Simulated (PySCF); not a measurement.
Species: C₅H₄O₃.
SMILES: `C=CC(OC=C=O)=O`

The calculation used PySCF 2.14.0, density-fitted response routines, TDDFT PBE0/def2-SVPD, vertical, gas phase, core orbitals frozen in the response. One conformer (not necessarily the lowest) at the GFN2-xTB geometry, without solvent, vibrations or thermal averaging. Torsions of this conformer, `[CH2:1]=[CH:2][C:3](=[O:4])[O:5][CH:6]=[C:7]=[O:8]`: C1–C2–C3–O4 0°, C2–C3–O5–C6 180°, C3–O5–C6–C7 180°.

```csv
state,E (eV),E (kJ/mol),λ (nm),f,|μ| (D),symmetry,"main configurations (H = HOMO, L = LUMO)"
S1,2.89,279,428.5,0.0004,0.18,–,H→L (99%)
S2,4.41,426,281.0,0.169,3.18,A′,H→L+1 (96%)
S3,5.05,487,245.6,0.0001,0.06,–,H-2→L+1 (97%)
S4,5.81,561,213.4,0.188,2.92,A′,H-2→L (90%)
S5,5.90,569,210.1,0.0000,0.02,–,H-1→L (99%)
S6,6.27,605,197.8,0.014,0.76,A″,H→L+2 (93%)
S7,6.38,616,194.2,0.269,3.33,A′,H-1→L+1 (90%)
S8,7.16,690,173.3,0.0034,0.36,A″,"H→L+3 (67%), H-3→L (18%)"
```

Triplets (Tamm–Dancoff): T1 2.43 eV, H→L (99%); T2 3.66 eV, H→L+1 (64%), H-1→L+1 (30%); T3 3.99 eV, H-1→L+1 (64%), H→L+1 (31%).

The lowest singlet comes at 429 nm (279 kJ/mol) in the visible; it is dark (f under 0.0005); its leading configuration is HOMO→LUMO (99%). The strongest level in the table is S7 at 6.38 eV (194 nm, f = 0.269). Löwdin shares by element: HOMO carbon 53% or more, oxygen 37% or more; LUMO carbon 53% or more, oxygen 39% or more. Of the 8 states listed, 4 reach f = 0.01 and 3 stay under 0.0005. Orbital energies (eV): HOMO-3 -10.59, HOMO-2 -8.70, HOMO-1 -8.67, HOMO -6.96, LUMO -1.98, LUMO+1 -1.82, LUMO+2 0.63. The listed states span 4.26 eV, and the widest gap between neighbours is 1.52 eV (S1 to S2). S1 lies in the visible range (380 to 750 nm), at 429 nm, dark in the vertical dipole picture (f under 0.0005); light of that wavelength is violet, and its complementary colour is yellow-green; a Tamm–Dancoff triplet lies at 511 nm, without intensity as long as spin–orbit coupling is left out. Symmetry labels in Cs follow from the direction of the transition dipole and are given only for states with f of 0.002 or more. The window holds the lowest 8 singlets.

The run took 45 s of wall time on Arm Neoverse N1, one thread, shared host, and the process peaked at 0.82 GiB of memory.
